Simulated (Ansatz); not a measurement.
`BCCBO`, relaxed with RKS PBE0-D4/def2-TZVP in the Gaussian-basis code of Ansatz from a PBE-D4/def2-SVP geometry. The force threshold is 0.005 eV/Å; the program also tests the step.

The species carries charge 0 and has multiplicity 1.

Start:

```xyz
13

B    -0.790    2.133    0.057
C     0.055    0.893   -0.353
C    -0.128   -0.448    0.390
B     0.472   -1.703   -0.361
O     1.204   -2.680    0.243
H    -1.820    2.009    0.700
H    -0.478    3.246   -0.333
H     1.129    1.147   -0.499
H    -0.305    0.787   -1.417
H     0.258   -0.360    1.432
H    -1.221   -0.645    0.505
H     0.284   -1.876   -1.557
H     1.341   -2.503    1.194
```

Question: By how much does the energy fall, and how many steps does the optimiser take? (An estimate is asked.)

Answer: Ansatz gave: 1.10 kcal/mol, in 8 steps, 1 of them rejected.

Question: Which bonds change most? (Estimate.)

Answer: Ansatz gave: B1–H6 from 1.221 to 1.200 Å; B1–H7 from 1.220 to 1.199 Å; B4–H12 from 1.224 to 1.203 Å; C2–H9 from 1.128 to 1.109 Å.

Question: Give the relaxed structure. (An estimate is asked.)

Answer: Computed: 
```xyz
13

B    -0.782    2.115    0.068
C     0.042    0.884   -0.380
C    -0.134   -0.441    0.372
B     0.480   -1.686   -0.361
O     1.189   -2.655    0.264
H    -1.754    1.994    0.761
H    -0.494    3.210   -0.328
H     1.101    1.136   -0.512
H    -0.307    0.763   -1.426
H     0.245   -0.341    1.398
H    -1.210   -0.639    0.483
H     0.327   -1.846   -1.543
H     1.297   -2.495    1.206
```
